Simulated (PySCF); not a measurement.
## Static response to an electric field

Cl2HSi(SH), Cl₂H₂SSi.
Numbering: `[SH:1][SiH:2]([Cl:3])[Cl:4]` (hydrogens: H5 on S1; H6 on Si2)

Structure used (GFN2-xTB), in Å, numbered top down from 1:
```
atom  x, y, z in Å
S1     1.378   -0.916   -0.461
Si2   -0.476   -0.008    0.151
Cl3   -1.967   -1.048   -0.688
Cl4   -0.522    1.921   -0.430
H5     2.153    0.125   -0.191
H6    -0.562   -0.071    1.598
```

Level: wB97X-D/def2-SVPD (PySCF), static field, nuclei fixed, core orbitals frozen in the response. The polarisability tensor in these axes (au):

```
x   78.71 -1.66  0.53
y   -1.66 74.77  0.77
z    0.53  0.77 60.96
```

What are the eigenvalues, a third of the trace, and Δα (Δα² = ½Σ(αi − αj)² over the three pairs)?

Principal values 60.90, 74.23 and 79.32 au; mean 71.48 au = 10.59 Å³ = 11.79 × 10⁻⁴⁰ C²·m²/J; Δα = 16.48 au (23 % of the mean).

What is the dipole moment, and where does it point?

(0.44, 0.49, 0.93) D, 1.14 D in size, pointing from the negative to the positive side. Measured along this direction, the outermost atoms are Cl3 at the negative end and H6 at the positive end.

Find the Langevin capture rate constant for NH4+ (18.034 u) meeting this molecule (131.902 u), k = 2.342 × 10⁻⁹ cm³/s × √(α in Å³ / reduced mass in u).

The reduced mass is 15.87 u, so k = 1.91 × 10⁻⁹ cm³/s. The formula leaves out the permanent dipole, which adds to the capture rate.

What depolarisation ratio follows for Rayleigh scattering of linearly polarised light, taking the static tensor?

ρ = 3Δα²/(45ᾱ² + 4Δα²) = 814.5/(229921 + 1086.0) = 0.00353.

Refractivity n − 1 of an ideal gas of it at 273.15 K and 1 atm, from the electronic α?

N = p/kT = 2.6868 × 10¹⁹ cm⁻³, so n − 1 = 2π × N × 10.59 × 10⁻²⁴ cm³ = 1788 × 10⁻⁶ at long wavelengths.

Form Σ f/ω² (atomic units) for the 8 lowest TDDFT singlets, given as eV and f, and set it beside the mean polarisability, which is this sum over all singlets: 6.17, 0.0020; 6.70, 0.0259; 7.07, 0.0214; 7.49, 0.0134; 7.87, 0.0143; 8.04, 0.0219; 8.15, 0.0735; 8.39, 0.0899.

They add up to 3.14 au, 4.4 % of the 71.48 au; the largest single term is 0.94 au, from the state at 8.39 eV. Terms in order: 0.04, 0.43, 0.32, 0.18, 0.17, 0.25, 0.82, 0.94 au. Higher excitations give the rest. The strengths listed sum to 0.262.

Geometry: GFN2-xTB, one conformer, isolated molecule.

The run behind these numbers computed excited states as well. Hardware: one thread, x86-64 server, no GPU, on a shared host. Cost: 6.7 s of wall time.
